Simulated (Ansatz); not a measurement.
Mulliken charges of FGe₂H₅O (`[OH][GeH]([F])[GeH3]`) from ωB97M-V/def2-TZVPP in Ansatz (PBE0-D4/def2-TZVP geometry).

```
atom   x (Å)   y (Å)   z (Å)  charge (e)
  O1  -0.777   0.482   1.794      -0.412
 Ge2  -0.793   0.408   0.027       0.595
  F3  -0.676   2.056  -0.544      -0.386
 Ge4   1.208  -0.776  -0.639      -0.065
  H5  -1.553   0.911   2.165       0.173
  H6  -2.172  -0.061  -0.482      -0.011
  H7   1.314  -0.751  -2.169       0.034
  H8   1.115  -2.230  -0.156       0.032
  H9   2.423  -0.086  -0.012       0.041
```

Question: By hand: the dipole of these point charges (1 e Å = 4.8032 D).

Answer: Σ q r = (-0.034, -0.641, -0.171) e Å, of length 0.664 e Å = 3.19 D.

Question: How does the dipole of the full density compare? (Best estimate.)

Answer: The calculation gave: (-0.138, -0.352, -0.024) e Å, 1.82 D; the point charges give 1.75 times that, at 21° from its direction.

Point charges leave out the atoms' own dipoles, such as those of lone pairs, and Mulliken's split depends on the basis, so the two needn't agree.
